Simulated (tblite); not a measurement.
C₇H₆F (doublet state).
SMILES: `C#CC1=C(F)CC[CH]1`

All values are computed: GFN2-xTB (tblite) harmonic vibrations without scaling, gas phase. Against measured fundamentals such values can be off by several per cent, at times by over 20. Open shells enter through the occupations alone, without spin polarisation, and single modes of such species can be off by tens of per cent.

Harmonic wavenumbers (cm⁻¹): 117.4, 123.7, 143.7, 240.6, 322.8, 339.6, 442.4, 520.3, 543.7, 615.3, 624.9, 671.7, 672.4, 785.4, 797.8, 967.7, 976.3, 1051.5, 1087.0, 1099.8, 1158.6, 1175.9, 1223.9, 1279.3, 1294.8, 1397.8, 1451.8, 1466.6, 1539.6, 2269.3, 2907.6, 2923.9, 2945.4, 2955.9, 3162.5, 3401.1.

A = 3380, B = 1814, C = 1198 MHz; mass 109.045 u (most abundant isotopes); point group Cs, symmetry number 1; spin multiplicity 2.

Q: Zero-point energy?

A: Half the sum of the wavenumbers: 22349 cm⁻¹ = 63.90 kcal/mol.

Q: What is S at 500 K and 1 bar for an ideal gas of classical rigid rotors and harmonic oscillators?

A: Translation 42.57, rotation 29.71, vibration 33.01, spin (R ln 2) 1.38: S = 106.7 cal/(mol K).

Q: And Cp and H(500 K) − H(0)?

A: Cp = 44.35 cal/(mol K), of which vibrations give 36.41 (their classical limit is 36 R = 71.5); H(500 K) − H(0) = 13.13 kcal/mol without the zero-point energy, 9.16 from vibrations.

Q: How do the functions run with temperature in this model?

A: 
```tsv
T (K)	S (cal/(mol K))	Cp (cal/(mol K))	H − H(0) (kcal/mol)	G − H(0) (kcal/mol)	ln q(vib)
100	64.5	14.4	1.05	-5.41	0.58
200	76.9	22.4	2.88	-12.50	2.06
300	87.6	30.7	5.54	-20.74	3.76
800	130.5	56.7	28.47	-75.91	12.80
1000	143.7	61.8	40.35	-103.36	16.17
```

q(vib) and H(0) count from the zero-point level.

Q: Which modes carry the vibrational entropy at 500 K?

A: 117.4 cm⁻¹: 4.15; 123.7 cm⁻¹: 4.05; 143.7 cm⁻¹: 3.76; 240.6 cm⁻¹: 2.76; 322.8 cm⁻¹: 2.20; 339.6 cm⁻¹: 2.11 cal/(mol K); the other 30 give 13.98 together.

Q: Blend soft modes into free rotors: weight 1/[1 + (100 cm⁻¹/ν̃)⁴] for the oscillator and the rest for a rotor with moment μB/(μ + B), μ = h/(8π²ν), B = 10⁻⁴⁴ kg m². What vibrational entropy results?

A: 32.27 cal/(mol K) in place of 33.01, which changes −T·S at 500 K by +0.37 kcal/mol.

Hindered rotation and anharmonicity are outside this model.
